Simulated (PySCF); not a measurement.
Species: C₉H₆ClN.
Atom-mapped SMILES: `[CH2:1]=[C:2]1[CH:3]=[CH:4][C:5]([C:6]#[N:7])=[CH:8][C:9]([Cl:10])=[CH:11]1` (hydrogens: H12, H13 on C1; H14 on C3; H15 on C4; H16 on C8; H17 on C11)

Computed with PBE0-D3(BJ)/def2-SVP geometry optimisation, gas phase (PySCF).

Give the optimised bond lengths and angles.

| bond | length (bohr) |
| --- | --- |
| C1=C2 | 2.561 |
| C2–C3 | 2.764 |
| C3–C4 | 2.549 |
| C4–C5 | 2.754 |
| C5–C6 | 2.712 |
| C6≡N7 | 2.192 |
| C5–C8 | 2.573 |
| C8–C9 | 2.730 |
| C9–Cl10 | 3.298 |
| C9–C11 | 2.560 |
| C2–C11 | 2.756 |
| C1–H12 | 2.063 |
| C1–H13 | 2.063 |
| C3–H14 | 2.068 |
| C4–H15 | 2.065 |
| C8–H16 | 2.063 |
| C11–H17 | 2.066 |

A selection of angles:
| angle | degrees |
| --- | --- |
| C1–C2–C3 | 118.9 |
| C1–C2–C11 | 118.4 |
| C3–C2–C11 | 122.6 |
| C2–C3–C4 | 131.2 |
| C3–C4–C5 | 129.4 |
| C4–C5–C6 | 115.3 |
| C4–C5–C8 | 128.1 |
| C6–C5–C8 | 116.6 |
| C5–C6–N7 | 178.9 |
| C5–C8–C9 | 127.5 |
| C8–C9–Cl10 | 112.8 |
| C8–C9–C11 | 130.3 |
| Cl10–C9–C11 | 117.0 |
| C2–C11–C9 | 130.7 |

The C–C distances run from 1.349 Å (C3–C4, aromatic) to 1.463 Å (C2–C3, aromatic), a spread of 0.114 Å. Of the pairs four or more bonds apart, H13···H14 is among the closest relative to their van der Waals radii: 2.31 Å, 96 % of the sum of Bondi's values. The 7-membered ring C2–C3–C4–C5–C8–C9–C11 has internal angles of 122.6° to 131.2° (sum 900°, against 900° for a flat polygon); it is almost planar, 0.02 Å rms from its mean plane, widest ring torsion 5°.

Point group: near Cs, missed by 0.22 Å at most; the miss may be what the optimiser left on a soft mode. No frequency check.
